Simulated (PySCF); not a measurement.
Vertical excitations of a molecule C4H8O from TDA-PBE/def2-SVPD run with PySCF, as energy in eV (oscillator strength): 5.54 (0.009), 6.36 (0.000), 6.39 (0.000), 6.55 (0.007), 7.27 (0.000), 7.29 (0.011), 7.50 (0.014), 7.69 (0.006), 7.92 (0.107), 8.02 (0.000). Lowest triplet (TDA): 5.47 eV. Coordinates come from a PBE0-D3(BJ)/def2-SVP optimisation. The values are those of a single conformer.

Task: Which molecule gave these data?
A. C=CCOC
B. C=C(C)OC
C. C1CCOC1
D. COC1CC1

Result: C, C1CCOC1
